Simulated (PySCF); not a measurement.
beryllium atom (Be), singlet; PBE0/def2-SVP in PySCF.

The PySCF input:
```python
from pyscf import gto, scf, dft

mol = gto.Mole()
mol.atom = '''
    Be    0.00000000    0.00000000    0.00000000
'''
mol.basis = 'def2-svp'
mol.verbose = 4
mol.build()

mf = dft.RKS(mol)
mf.xc = 'pbe0'
mf.damp = 0.5
mf.diis_start_cycle = 5
mf.kernel()
mf.analyze()
```

What the program printed (banner, timings and long lists left out):

```
PySCF version 2.14.0

[INPUT] verbose = 4
[INPUT] num. atoms = 1
[INPUT] num. electrons = 4
[INPUT] charge = 0
[INPUT] spin (= nelec alpha-beta = 2S) = 0
[INPUT] symmetry False subgroup None
[INPUT] Mole.unit = angstrom
[INPUT] Symbol           X                Y                Z      unit          X                Y                Z       unit  Magmom
[INPUT]  1 Be     0.000000000000   0.000000000000   0.000000000000 AA    0.000000000000   0.000000000000   0.000000000000 Bohr   0.0

nuclear repulsion = 0
number of shells = 5
number of NR pGTOs = 19
number of NR cGTOs = 9
basis = def2-svp
ecp = {}

******** <class 'pyscf.dft.rks.RKS'> ********
method = RKS
initial guess = minao
damping factor = 0.5
level_shift factor = 0
DIIS = <class 'pyscf.scf.diis.CDIIS'>
diis_start_cycle = 5
diis_space = 8
diis_damp = 0
SCF conv_tol = 1e-09
SCF conv_tol_grad = None
SCF max_cycles = 50
direct_scf = True
direct_scf_tol = 1e-13
XC library pyscf.dft.libxc version 7.1.2
    S. Lehtola, C. Steigemann, M. J. T. Oliveira, and M. A. L. Marques,  SoftwareX 7, 1–5 (2018)
XC functionals = pbe0
    C. Adamo and V. Barone,  J. Chem. Phys. 110, 6158 (1999)
    M. Ernzerhof and G. E. Scuseria,  J. Chem. Phys. 110, 5029 (1999)
radial grids:
    Treutler-Ahlrichs [JCP 102, 346 (1995); DOI:10.1063/1.469408] (M4) radial grids

becke partition: Becke, JCP 88, 2547 (1988); DOI:10.1063/1.454033
pruning grids: <function nwchem_prune>
grids dens level: 3
symmetrized grids: False
atomic radii adjust function: <function treutler_atomic_radii_adjust>
small_rho_cutoff = 0
Set gradient conv threshold to 3.16228e-05
Initial guess from minao.
tot grids = 13728
init E= -14.6155700029266
  HOMO = -0.227699062447109  LUMO = -0.0367157345070251  gap/eV = 5.19692
cycle= 1 E= -14.618547281494  delta_E= -0.00298  |g|= 0.0022  |ddm|=  0.3
  HOMO = -0.232313644509698  LUMO = -0.0411298656640405  gap/eV = 5.20238
cycle= 2 E= -14.6185487464429  delta_E= -1.46e-06  |g|= 0.00106  |ddm|= 0.00487
  HOMO = -0.234538167295923  LUMO = -0.0432675185902464  gap/eV = 5.20474
cycle= 3 E= -14.6185490750015  delta_E= -3.29e-07  |g|= 0.000507  |ddm|= 0.0023
  HOMO = -0.235611469178382  LUMO = -0.0443010385051739  gap/eV = 5.20582
cycle= 4 E= -14.6185491492293  delta_E= -7.42e-08  |g|= 0.000244  |ddm|= 0.00109
  HOMO = -0.236647929841754  LUMO = -0.0453003064183878  gap/eV = 5.20683
cycle= 5 E= -14.6185491709621  delta_E= -2.17e-08  |g|= 8.8e-06  |ddm|= 0.00103
  HOMO = -0.236613038881136  LUMO = -0.0452663831638353  gap/eV = 5.20681
cycle= 6 E= -14.6185491710098  delta_E= -4.77e-11  |g|= 4.44e-07  |ddm|= 5.12e-05
  HOMO = -0.236614804264254  LUMO = -0.0452681054126608  gap/eV = 5.20681
Extra cycle  E= -14.6185491710099  delta_E= -1.01e-13  |g|= 2.07e-08  |ddm|= 2.4e-06
converged SCF energy = -14.6185491710099
**** SCF Summaries ****
Total Energy =                         -14.618549171009866
Nuclear Repulsion Energy =               0.000000000000000
One-electron Energy =                  -19.054629980192249
Two-electron Energy =                    4.436080809182384
Two-electron Coulomb Energy =            7.164874799641801
DFT Exchange-Correlation Energy =       -2.728793990459418
HOMO-LUMO gap [eV] =                     5.206808886103398
**** MO energy ****
MO #1   energy= -4.11209136650582  occ= 2
MO #2   energy= -0.236614804264254 occ= 2
MO #3   energy= -0.0452681054126608 occ= 0
MO #4   energy= -0.0452681054126608 occ= 0
MO #5   energy= -0.0452681054126608 occ= 0
MO #6   energy= 0.107326513669162  occ= 0
MO #7   energy= 0.211019767455242  occ= 0
MO #8   energy= 0.211019767455243  occ= 0
MO #9   energy= 0.211019767455243  occ= 0
 ** Mulliken pop on meta-lowdin orthogonal AOs  **
 ** Mulliken pop  **
pop of  0 Be 1s           1.99995
pop of  0 Be 2s           1.99606
pop of  0 Be 3s           0.00398
pop of  0 Be 2px          0.00000
pop of  0 Be 2py          0.00000
pop of  0 Be 2pz          0.00000
pop of  0 Be 3px          0.00000
pop of  0 Be 3py          0.00000
pop of  0 Be 3pz          0.00000
 ** Mulliken atomic charges  **
charge of    0Be =     -0.00000
Dipole moment(X, Y, Z, Debye): -0.00000, -0.00000,  0.00000
```
